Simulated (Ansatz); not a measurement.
Gas-phase electronic energies from Ansatz, PBE0-D4/def2-TZVP geometries. CBS: MP2 limit from def2 TZ/QZ plus the TZ coupled-cluster correction, frozen cores. DFT in def2-TZVPP. B3LYP here is the variant with VWN-RPA as its local correlation; programs differ in this. For Ga outer-core shells are correlated without core-valence functions, which leaves a few kJ/mol of doubt a bond. Scalar relativity is left out up to krypton. One conformer a species, not always the lowest.

`O[SiH2]O[SiH](Cl)Cl` + `[NH2][GaH][SiH2]O` → `O[SiH2][SiH](Cl)Cl` + `[NH2][GaH][O][SiH2]O`  (redistribution)

Task: Is it downhill or uphill in electronic energy at CCSD(T)/CBS, and by how much? (Best estimate.)

Result: The calculation gave: Uphill: ΔE = +59.5 kJ/mol.

Task: What do these levels give: r2SCAN-D4, B3LYP-D4, ωB97X-V, ωB97M-V, PBE, PBE0, B3LYP, SCS-MP2/def2-TZVPP, CCSD/def2-TZVPP, HF/def2-QZVPP, MP2/def2-QZVPP, SCS-MP2/def2-QZVPP? (Best estimate.)

Result: Computed: r2SCAN-D4 56.8, B3LYP-D4 58.5, ωB97X-V 55.4, ωB97M-V 62.3, PBE 52.1, PBE0 56.1, B3LYP 60.5, SCS-MP2/def2-TZVPP 56.2, CCSD/def2-TZVPP 58.8, HF/def2-QZVPP 65.7, MP2/def2-QZVPP 58.2, SCS-MP2/def2-QZVPP 57.8 kJ/mol.

Largest T1 diagnostic among the species: 0.014.

In def2-TZVPP, CCSD(T) changes the Hartree–Fock value by −8.1 kJ/mol (the triples alone add −2.2 kJ/mol) and MP2 by −8.5 kJ/mol. From PBE to PBE0 (25 % exact exchange), in def2-TZVPP and without D4, ΔE moves by +4.0 kJ/mol.
